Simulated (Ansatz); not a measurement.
Geometry optimisation, DFT PBE, scalar-relativistic, plane waves, PAW (Ansatz).

input.yaml

```yaml
crystal:
  lattice:
    - [6.42, 0.0, 0.0]
    - [3.21, 5.559883, 0.0]
    - [0.0, 0.0, 17.21304]
  atoms:
    - { symbol: Mg, position: [0.0, 0.0, 0.0580955] }
    - { symbol: Mg, position: [0.5, 0.0, 0.0580955] }
    - { symbol: Mg, position: [0.0, 0.5, 0.0580955] }
    - { symbol: Mg, position: [0.5, 0.5, 0.0580955] }
    - { symbol: Mg, position: [-0.1666667, 0.3333333, 0.2095225] }
    - { symbol: Mg, position: [0.3333333, 0.3333333, 0.2095225] }
    - { symbol: Mg, position: [-0.1666667, 0.8333333, 0.2095225] }
    - { symbol: Mg, position: [0.3333333, 0.8333333, 0.2095225] }
    - { symbol: Mg, position: [0.0, 0.0, 0.3609496] }
    - { symbol: Mg, position: [0.5, 0.0, 0.3609496] }
    - { symbol: Mg, position: [0.0, 0.5, 0.3609496] }
    - { symbol: Mg, position: [0.5, 0.5, 0.3609496] }
    - { symbol: C, position: [0.2366167, 0.2577884, 0.4544833] }
    - { symbol: H, position: [0.2412158, 0.2487962, 0.5183884] }
basis:
  ecutwfc: 420.0
kpoints:
  mp_grid: { grid: [3, 3, 1] }
hamiltonian:
  xc: pbe
scf:
  occupations: { method: gaussian, width: 0.1 }
  lower_state_search: "off"
relax:
  f_tol: 0.03
  max_steps: 60
  adjacent_minimum: "off"
  constraints: [{ sites: [0, 1, 2, 3] }]
output:
  write_density: true
  write_potential: true
  elf: true
  volumetric_format: npy
```

Command:

```bash
$ ansatz run input.yaml --threads 4 --pin off --max-ram 10240MiB --backend cpu --events-out ev --progress --plain --runs-dir out
```

Problem. Where does it end, and by what steps?

Solution. The run converged. The force dipped under the threshold on the way, but the program's further checks kept it going. Limits of this set-up: coarse k mesh, thin slab, slab without dipole correction, odd electron count without spin, a typed lattice constant that wasn't relaxed here. After 15 steps the energy has fallen by 1.264 eV; Mg9 moved furthest, 1.73 Å. Parted: Mg2–Mg8 (3.20 → 3.82 Å), Mg3–Mg5 (3.20 → 3.82 Å), Mg6–Mg12 (3.20 → 4.16 Å), Mg7–Mg9 (3.20 → 4.80 Å). Joined: Mg9–C13 (3.19 → 2.27 Å), Mg12–C13 (3.24 → 2.27 Å).

```csv
step,energy less start (eV),largest force component (eV/Å),accepted
0,0.0000,2.225,yes
1,-0.5189,0.771,yes
2,-0.7986,0.331,yes
3,-1.0027,0.261,yes
4,-1.0599,0.329,yes
5,-1.1308,0.248,yes
6,-1.1706,0.190,yes
7,-1.1915,0.108,yes
8,-1.2302,0.088,yes
9,-1.2485,0.105,yes
10,-1.2547,0.106,yes
11,-1.2601,0.040,yes
12,-1.2634,0.034,yes
13,-1.2635,0.037,yes
14,-1.2640,0.019,yes
15,-1.2640,0.019,yes
```

```xyz
14
Lattice="6.4200 0.0000 0.0000 3.2100 5.5599 0.0000 0.0000 0.0000 17.2130" Properties=species:S:1:pos:R:3
Mg 0.000 0.000 1.000
Mg 3.210 0.000 1.000
Mg 1.605 2.780 1.000
Mg 4.815 2.780 1.000
Mg -0.028 1.828 4.314
Mg 3.168 1.828 3.676
Mg 1.578 4.619 3.713
Mg 4.778 4.621 4.314
Mg 1.236 0.709 7.191
Mg 4.062 0.275 6.478
Mg 2.270 3.381 6.477
Mg 5.100 2.945 7.183
C 3.168 1.829 7.584
H 3.175 1.834 8.695
```

Whether the end is a true minimum wasn't checked by a vibrational analysis.

The run took 21 s on 4 threads of AMD EPYC 9R45 96-Core Processor (Zen 5) (shared host), peak memory 1.4 GiB.
